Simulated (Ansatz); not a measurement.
Computed with Ansatz on PBE0-D4/def2-TZVP structures; ΔE is electronic, products minus reactants. CCSD(T)/CBS adds triple-zeta CCSD(T) − MP2 to the extrapolated MP2 energy (def2 sets, frozen cores). This one scheme is used for every species. Functionals use def2-TZVPP. B3LYP here is the variant with VWN-RPA as its local correlation; programs differ in this. For Ge, Se outer-core shells are correlated without core-valence functions, which leaves a few kJ/mol of doubt a bond. Scalar relativity is left out up to krypton. Each species was taken in one conformer, which may not be the lowest.

Consider the ligand exchange at a Ge–O bond: `[CH3][GeH]([OH])[SeH]` + H–F → `[CH3][GeH]([F])[SeH]` + H₂O.

`[CH3][GeH]([OH])[SeH]`:

```xyz
10

C     0.590    0.184    1.320
Ge    0.262    0.174   -0.586
O    -1.094    1.307   -0.807
Se   -0.322   -1.954   -1.425
H     1.430   -0.467    1.563
H     0.813    1.202    1.643
H    -0.300   -0.166    1.844
H     1.467    0.598   -1.451
H    -1.473    1.255   -1.687
H    -1.374   -2.133   -0.415
```

H–F:

Cartesian coordinates in Å:
```
F -0.108 -0.440 -0.077
H 0.108 0.440 0.077
```

`[CH3][GeH]([F])[SeH]`:

```xyz
9

C     0.643   -0.574   -0.876
Ge   -0.347    0.779    0.089
F    -1.978    0.693   -0.530
Se   -0.395    0.411    2.400
H     1.687   -0.571   -0.562
H     0.210   -1.555   -0.676
H     0.584   -0.372   -1.947
H     0.097    2.233   -0.126
H    -0.500   -1.044    2.228
```

H₂O:

Z-matrix (Å, degrees):
```
O
H 1 0.960
H 1 0.960 2 105.1
```

| level | ΔE (kJ/mol) |
| --- | --- |
| B3LYP-D4 | -33.6 |
| B2PLYP | -33.0 |
| PBE | -33.7 |
| HF/def2-QZVPP | -40.4 |

(1) What does CCSD(T)/CBS give? (Estimate.)

Largest T1 diagnostic among the species: 0.010.

## Answers

(1) Computed: -28.8 kJ/mol. The listed levels differ from it by -4.8, -4.2, -4.9, -11.6 kJ/mol.

In def2-TZVPP, CCSD(T) changes the Hartree–Fock value by +11.2 kJ/mol (the triples alone add +1.4 kJ/mol) and MP2 by +14.1 kJ/mol. The D4 term adds +3.6 kJ/mol with B3LYP and +2.0 kJ/mol with PBE0; it sums over pairs of atoms, weighted by their polarisabilities, and B3LYP, whose exchange is more repulsive, gets the larger term.
